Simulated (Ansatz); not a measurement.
All values below come from frozen-core CCSD(T)/cc-pVTZ // PBE-D3(BJ)/def2-TZVP in Ansatz (a first-principles code).

Ansatz 0.2 input:
```yaml
crystal:
  periodic: [false, false, false]
  atoms:
    - { symbol: N, position_ang: [2.019047, 0.266949, -0.192272] }
    - { symbol: C, position_ang: [0.789895, 0.008732, -0.122949] }
    - { symbol: N, position_ang: [-0.350495, 0.656968, -0.623568] }
    - { symbol: C, position_ang: [-1.156952, -0.303981, 0.131669] }
    - { symbol: O, position_ang: [0.056503, -1.0342, 0.471593] }
    - { symbol: H, position_ang: [2.588104, -0.434054, 0.289846] }
    - { symbol: H, position_ang: [-0.450022, 1.663282, -0.50677] }
    - { symbol: H, position_ang: [-1.656927, 0.090105, 1.0311] }
    - { symbol: H, position_ang: [-1.839152, -0.9138, -0.478649] }
basis:
  gaussian: { orbitals: cc-pVTZ }
correlation:
  method: ccsd_t
```

Output:

```
Functional definition: HF
1217 factors; integrals over basis functions are off by at most 1.1e-3 eV
mean field evaluation 1: about -7121.9580 eV, gradient 4.2e1 eV
mean field evaluation 2: about -7122.2640 eV, gradient 4.2e1 eV
mean field evaluation 4: about -7125.9589 eV, gradient 4.3e0 eV
mean field evaluation 8: about -7126.0361 eV, gradient 5.2e-1 eV
mean field evaluation 16: about -7126.0386 eV, gradient 2.4e-6 eV
mean field -7126.03858602 eV, -261.8770878337 hartree, gradient 2.4e-6 eV, S^2 0.000000; 0 other end points of the search recorded, 0 dependent functions left out
5 core orbitals not correlated
reference -7126.03858602 eV, -261.8770878337 hartree; 14, 14 occupied and 187, 187 virtual orbitals, 1217 factors
second order -26.11116051 eV of doubles, -0.00000000 eV of singles
cycle   1  -25.71939212 eV  change    3.9e-1 eV  update   1.2e-1
cycle   2  -26.38471156 eV  change   -6.7e-1 eV  update   3.5e-2
cycle   3  -26.54124557 eV  change   -1.6e-1 eV  update   1.8e-2
cycle   4  -26.52264056 eV  change    1.9e-2 eV  update   4.5e-3
cycle   5  -26.52140095 eV  change    1.2e-3 eV  update   2.2e-3
cycle   6  -26.52271129 eV  change   -1.3e-3 eV  update   6.9e-4
cycle   7  -26.52218765 eV  change    5.2e-4 eV  update   3.0e-4
cycle   8  -26.52201014 eV  change    1.8e-4 eV  update   1.1e-4
cycle   9  -26.52206091 eV  change   -5.1e-5 eV  update   4.0e-5
cycle  10  -26.52205838 eV  change    2.5e-6 eV  update   1.5e-5
perturbative correction -1.22036126 eV, -0.0448474492 hartree
Total energy: -7153.78100566 eV, -262.8966029512 hartree
```

Cost: roughly 2.8 core-minutes.
